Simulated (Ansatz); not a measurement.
`C[CH2][Al]([F])[F]` + H₂Se → `[F][Al]([F])[SeH]` + `CC` at 600 K and 1 bar (ligand exchange at the Al–C bond).

Computed with Ansatz on PBE0-D4/def2-TZVP structures; ΔE is electronic, products minus reactants. CCSD(T)/CBS is the MP2 limit (def2-TZVPP, def2-QZVPP) plus CCSD(T) − MP2 in def2-TZVPP, frozen cores. This one scheme is used for every species. For Se outer-core shells are correlated without core-valence functions, which leaves a few kJ/mol of doubt a bond. Scalar relativity is left out up to krypton. One conformer a species, not always the lowest.

| species | CCSD(T)/CBS energy (Eh) | H − E (kJ/mol) | S (J/(mol·K)) |
| --- | --- | --- | --- |
| `C[CH2][Al]([F])[F]` | -520.88510 | 242.5 | 439.7 |
| H₂Se | -2401.89790 | 57.0 | 244.8 |
| `[F][Al]([F])[SeH]` | -2843.11067 | 79.5 | 389.3 |
| `CC` | -79.71954 | 228.8 | 274.9 |

H − E and S are ideal-gas, rigid-rotor, harmonic terms from PBE0-D4/def2-TZVP, for one conformer and one mirror image of each species. 1 Eh = 2625.50 kJ/mol, R = 8.31446 J/(mol·K).

Task: By hand: ΔE, ΔH, ΔS and ΔG.

Result: ΔE = (-2843.11067) + (-79.71954) − (-520.88510) − (-2401.89790) = -0.04721 Eh = -123.9 kJ/mol. Δ(H − E) = 79.5 + 228.8 − 242.5 − 57.0 = 8.8, so ΔH = -115.1 kJ/mol. ΔS = 389.3 + 274.9 − 439.7 − 244.8 = -20.3 J/(mol·K). ΔG = -115.1 − 600 × (-20.3)/1000 = -102.9 kJ/mol.

Task: By hand: the equilibrium constant, and the temperature at which ΔG would vanish if ΔH and ΔS stayed fixed.

Result: log₁₀ K = −ΔG/(RT ln 10) = 9.0. ΔG = 0 at ΔH/ΔS = 5670 K, far beyond where these terms or the molecules hold.

ΔH outweighs TΔS. A doubt of 5 kJ/mol in ΔE shifts log₁₀ K by 0.4 here. Other conformers and mirror images would add mixing entropy, several J/(mol·K) or more a flexible species. Modes under 60 cm⁻¹, often nearly free rotors, make the harmonic entropy too high. These are equilibria of isolated gas molecules and say nothing of rates. Largest T1 diagnostic: 0.012 (customary marks: 0.02 for closed shells, 0.045 for open ones).
